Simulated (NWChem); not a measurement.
System: CrN2H4O2; SMILES [NH]=[Cr](=[NH])([OH])[OH]

Here is an NWChem input.

```
start job
memory heap 200 mb stack 900 mb global 1100 mb
geometry units angstroms noautosym nocenter noautoz
  Cr     0.000000     0.000000    -0.016099
  N     -0.230904     1.277858     0.893542
  H     -0.334892     1.679673     1.827331
  N      0.230904    -1.277858     0.893542
  H      0.334892    -1.679673     1.827331
  O     -1.424311    -0.307819    -0.996597
  H     -1.879423     0.511876    -1.231051
  O      1.424311     0.307819    -0.996597
  H      1.879423    -0.511876    -1.231051
end
basis spherical
  * library 6-31g*
end
dft
  xc b3lyp
  iterations 150
end
property
  efieldgrad
end
task dft property
```

Coordinates come from a PBE0/def2-SVP optimisation. Not confirmed as a minimum by frequencies.

Vzz is the largest principal value of the second derivative of the potential at the nucleus (NWChem prints the opposite sign); η is the asymmetry. Non-relativistic.

Atoms are numbered as in the input.

### Question
Predict the main results of this run. (B3LYP/6-31G* (spherical d).) Quantities: Vzz Cr1 (a.u.); η Cr1; Vzz N4 (a.u.); η N4; Vzz O8 (a.u.); η O8.

### Answer
```yaml
Vzz Cr1 (a.u.): 0.202
"η Cr1": 0.17
Vzz N4 (a.u.): -0.180
"η N4": 0.37
Vzz O8 (a.u.): 1.115
"η O8": 0.56
```
